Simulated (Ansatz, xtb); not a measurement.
Species: sum formula ZrOCl, charge 0, multiplicity 2. The spin state was set by rule; other spins were not relaxed. 
Geometry from a B3LYP-D3(BJ)/def2-TZVP (Ansatz, a first-principles code) optimisation:
```xyz
3

Zr     0.4555     0.3010    -0.2035
O     -0.6307     1.3597    -1.0465
Cl    -0.7749    -1.3482     0.9712
```
Charge 0, spin multiplicity 2.

Harmonic wavenumbers from GFN2-xTB (xtb, at its own minimum), cm⁻¹: 116, 379, 815.

Give the harmonic wavenumbers at B3LYP-D3(BJ)/def2-TZVP (Ansatz, finite differences of forces, unscaled).

176, 383, 967 cm⁻¹. Zero-point energy 2.2 kcal/mol.

From these and the geometry, give the ideal-gas thermochemistry at 298.15 K and 1 atm (rigid rotor, harmonic oscillator).

Point group Cs, rotational symmetry number 1. Rotational constants 16.03, 2.939, 2.484 GHz. S(trans) 40.78, S(rot) 25.42, S(vib) 3.51, S(elec, spin only) 1.38, S 71.1 cal/(mol K). H(298) - H(0) 2.98 kcal/mol; G - E(el) -16.0 kcal/mol.
